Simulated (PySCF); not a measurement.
Computed shifts of a molecule C₅H₆, B3LYP/pcSseg-1 (PySCF), GIAO, gas phase, equivalent atoms averaged, in ppm (number of nuclei): ¹³C: 143.6 (2), 143.0 (2), 46.8 (1). ¹H: 6.93 (2), 6.83 (2), 3.28 (2). References: ¹³C against TMS (σ = 181.3 ppm); ¹H against TMS (σ = 31.68 ppm), references at their B3LYP-D3(BJ)/def2-TZVP geometries, non-relativistic. Coordinates come from a PBE0-D3(BJ)/def2-SVP optimisation. Other conformers were not sampled.

Question: Which molecule gave these data?
A. C1=CCC=C1
B. C#CCC=C
C. C=CC#CC
D. C#CC1CC1

Answer: A, C1=CCC=C1
